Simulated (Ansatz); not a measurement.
Basis-set extrapolation for C$_{4}$H$_{7}$B (`C#CB(C)C`) (PBE0-D4/def2-TZVP geometry, frozen core, Ansatz 0.2.0). Multiplicity 1, RHF reference.

```tsv
	def2-TZVPP	def2-QZVPP
HF	-180.261075	-180.269082
MP2 correlation	-0.749254	-0.796654
CCSD(T) correlation	-0.827043	not run
```

Energies in hartree. Use E(X) = E(∞) + A·exp(−7.88·√X) for Hartree–Fock and E(X) = E(∞) + B·X^(−2.97) for correlation, with X = 3 and 4, and add CCSD(T) minus MP2 of the smaller set to the MP2 limit.

What is the CCSD(T) energy at the basis-set limit?

HF limit: -180.269082 + (-0.008007) × 0.13774 = -180.27018. MP2 limit: -0.796654 + (-0.047400) × 0.74074 = -0.83177. Higher-order term: -0.827043 − (-0.749254) = -0.07779. Total: -181.17974 hartree, 2.49 eV below CCSD(T)/def2-TZVPP.
